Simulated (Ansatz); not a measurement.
Ideal-gas functions of C$_{2}$H$_{5}$NSi, SMILES `C#CN[SiH3]` at 298.15 K and 1 bar, from an Ansatz frequency run at PBE0-D4/def2-TZVP.

Molar mass 71.15 g/mol, point group Cs (symmetry number 1), electronic degeneracy 1, moments of inertia 20.143, 166.588, 180.862 u Å². Harmonic wavenumbers (cm⁻¹, unscaled): 97, 149, 202, 435, 464, 509, 659, 694, 701, 832, 926, 946, 977, 1157, 1363, 2235, 2237, 2248, 2258, 3496, 3617.

Use S(trans) = R[1.5 ln M + 2.5 ln T − 1.1517]; rotational temperatures θ = 24.2544 K / I; S(rot) = R[ln(√π/σ · √(T³/θAθBθC)) + 1.5]; for each mode x = 1.438777 ν̃/T, S = R[x/(eˣ − 1) − ln(1 − e⁻ˣ)] and H = RT x/(eˣ − 1); 1 cm⁻¹ = 0.0119627 kJ/mol; R = 8.31446 J/(mol·K).

**Question.** By hand: the entropy, in J/(mol·K).

**Answer.** Translation 162.0. Rotation: θ = 1.2041, 0.1456, 0.1341 K, giving 103.9. Vibration, mode by mode: 14.70, 11.23, 8.85, 3.52, 3.16, 2.66, 1.50, 1.31, 1.28, 0.76, 0.53, 0.49, 0.43, 0.21, 0.09, 0.00, 0.00, 0.00, 0.00, 0.00, 0.00, in all 50.7. Electronic 0.0. Sum 316.6 J/(mol·K).

**Question.** By hand: H − E and G − E in kJ/mol, counted from the electronic energy.

**Answer.** Zero-point energy ½ × 26202 × 0.0119627 = 156.7; thermal vibration 8.6; translation, rotation and pV give 4 RT = 9.9. H − E = 175.2 kJ/mol, and G − E = 175.2 − 298.15 × 316.6/1000 = 80.8 kJ/mol.

Vibration gives 16 % of the entropy, 25.9 J/(mol·K) of it from the modes under 150 cm⁻¹: soft modes count most, and the harmonic formula is weakest for them.
